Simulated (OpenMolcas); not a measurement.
# V2+ in CaF2: curves along the breathing mode

V2+ with its 8 nearest fluoride ions, on the Ca site of CaF2 (a = 5.46294 Å, distance in the model lattice 2.366 Å). The rest of the host is ab initio model potentials to 7.6 Å and point charges beyond; the distance is set by hand and nothing relaxes. Ligand basis ANO-RCC-VDZP.

| Item | Value |
| --- | --- |
| Program | OpenMolcas |
| Method | SS-CASPT2, IPEA 0.25 Eh, imaginary shift 0.1 Eh (closed shells correlated: 3s 3p and the ligand valence shells) |
| Basis | ANO-RCC-VDZP [5s4p2d1f] |
| Scalar Hamiltonian | DKH2, point nucleus |
| Active space | 3 electrons in 5 orbitals (3d) |
| State averaging | 2S+1 = 4 even, 10 roots; 2S+1 = 2 even, 40 roots |
| Spin-orbit coupling | state interaction with AMFI integrals over the reference wave functions |

Spin-free energies (labels of O, the rotations of Oh) in cm-1 above the lowest fitted minimum, as all ligands move together:

```csv
R (Å),4T1,4T2,2E,4A2,2T1,4T1(2),2T1(2)
2.127,150,7940,6290,18430,13400,18350,16680
2.177,610,7400,7800,16750,13990,17890,17070
2.227,3710,9640,11820,18040,16910,20260,19840
2.277,9210,14330,18050,21930,22320,25080,25340
2.328,16930,21380,26410,28260,30110,32230,32910
2.378,26330,30170,36350,36500,39500,41180,42250
2.428,37440,41010,47810,46520,50460,51830,53220
```

Cubic fits give the following; the wavenumber is harmonic, with the mass of all moving ligands, small differences in it between states hang on the degree of the fit, a number in brackets counts states of one label, and the table is a selection of at most 14 states with clean curves.

```csv
State,R0 (Å),Breathing mode (cm-1),Minimum (cm-1)
4T1,2.143,497,0
4T2,2.160,493,7300
4A2,2.179,507,16770
2T1,2.144,497,13280
4T1(2),2.159,503,17730
2T1(2),2.147,499,16480
2A1,2.161,502,19500
2T2(2),2.157,501,21030
2T1(3),2.159,494,23400
2E(2),2.161,504,24670
2T2(3),2.164,499,26740
2E(3),2.178,502,30040
2T1(4),2.166,495,29400
```

The minimum of 4T2 is shifted by +0.0174 Å against 4T1 (from the unrounded fits). With M = 152.0 u for the moving shell, the Huang-Rhys factor in this mode is S = M ω ΔR² / 2ħ = 0.01483 × 152.0 × 497 × 0.0174² = 0.34. Only the first shell moves, against a rigid host.

Roots that are degenerate in the reference are averaged as groups; the widest CASPT2 spread within a group is 510 cm-1 (the 3-fold group of multiplicity 4 near 3560 cm-1 above the lowest state of its run, R = 2.428). Shifts and gaps below about the spread of the groups concerned are not significant. Over all roots computed the reference weight is 0.69 to 0.70 in R = 2.127, 0.69 to 0.70 in R = 2.177, 0.69 to 0.70 in R = 2.227, 0.70 in R = 2.277, 0.70 in R = 2.328, 0.70 in R = 2.378, 0.70 in R = 2.428; a low but even weight reflects the number of correlated electrons. An orbital triplet at a regular site is open to Jahn-Teller coupling, which can distort the site and quench the lowest spin-orbit gaps and is left out. Ligand-to-metal charge-transfer states are missing. With no ligand orbital active B as a rule stays too high, so bands that hang on it stand too high and its fall with covalency is understated. With one d shell and no ligand orbital active, 10Dq can be off by tens of per cent for divalent 3d ions, low with halides held by bare charges and at times high in hosts. Free-ion shares, where given, are those of the reference states; single-state CASPT2 does not remix them. These CASPT2 states fit no ligand-field parameters well, so their order and spin gaps are uncertain (holds for R = 2.177; R = 2.227; R = 2.277; R = 2.328; R = 2.378; R = 2.428). No measured value stands beside these numbers.
